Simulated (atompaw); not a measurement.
u(r) = r·R(r): atom against pseudo-atom (C)

Columns: radius, all-electron u(r) and pseudo u(r) of the 2s shell (level -13.86 eV) of carbon in the configuration [He] 2s1.75 2p2.25; PBE, non-relativistic, PAW (atompaw) scheme, atompaw 4.2.0.5.

| r (bohr) | all-electron | pseudo |
| --- | --- | --- |
| 0.069 | 0.2807 | -0.0911 |
| 0.138 | 0.3506 | -0.1809 |
| 0.208 | 0.3029 | -0.2697 |
| 0.277 | 0.1958 | -0.3536 |
| 0.346 | 0.0625 | -0.4330 |
| 0.415 | -0.0772 | -0.5069 |
| 0.485 | -0.2139 | -0.5756 |
| 0.554 | -0.3371 | -0.6363 |
| 0.623 | -0.4461 | -0.6896 |
| 0.692 | -0.5399 | -0.7354 |
| 0.762 | -0.6196 | -0.7738 |
| 0.831 | -0.6832 | -0.8039 |
| 0.900 | -0.7331 | -0.8264 |
| 0.969 | -0.7703 | -0.8417 |
| 1.038 | -0.7964 | -0.8503 |
| 1.108 | -0.8126 | -0.8526 |
| 1.177 | -0.8201 | -0.8492 |
| 1.246 | -0.8203 | -0.8410 |
| 1.315 | -0.8144 | -0.8285 |
| 1.385 | -0.8032 | -0.8123 |
| 1.454 | -0.7880 | -0.7935 |
| 1.523 | -0.7694 | -0.7724 |
| 1.592 | -0.7483 | -0.7496 |
| 1.662 | -0.7248 | -0.7252 |
| 1.731 | -0.7001 | -0.7002 |
| 1.800 | -0.6744 | -0.6744 |

(1) How many radial nodes do the two functions have?

(2) Where does each function peak?

(3) Is the pseudo-wave norm-conserving?

Results:

(1) The all-electron 2s function has n − l − 1 = 1; the pseudo-wave has 0, since the states of the same l below it are removed with the core.

(2) Outermost all-electron maximum near 1.25 bohr, pseudo maximum near 1.11 bohr (to the table’s step).

(3) No, it belongs to a PAW set: the norm inside the radius is not constrained, and the difference is carried by the augmentation charge.
